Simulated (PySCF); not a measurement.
How methods differ on the ionisation energy of As

As [Ar] 3d10 4s2 4p3 (4S) → As⁺ [Ar] 3d10 4s2 4p2 (3P), as a difference of total energies. Computed with PySCF 2.14 in aug-cc-pVDZ-PP with ECP10MDF (5s4p3d, 32 functions), with a scalar-relativistic core potential. Correlated levels: valence: 3s2 3p6 3d10 frozen. The calculations carry no spin-orbit coupling.

| method | ionisation energy (eV) | error (eV) |
| --- | --- | --- |
| UHF | 9.431 | -0.577 |
| r2SCAN | 10.078 | +0.070 |
| PBE | 9.852 | -0.156 |
| MP2 (valence) | 9.810 | -0.198 |
| SCS-MP2 (valence) | 9.678 | -0.330 |
| CCSD (valence) | 9.768 | -0.240 |
| CCSD(T) (valence) | 9.779 | -0.229 |

Reference: 10.008 eV (measured; NIST levels, between the centres of gravity of the two terms).

Errors of the correlated levels include the incompleteness of this basis and the frozen core.
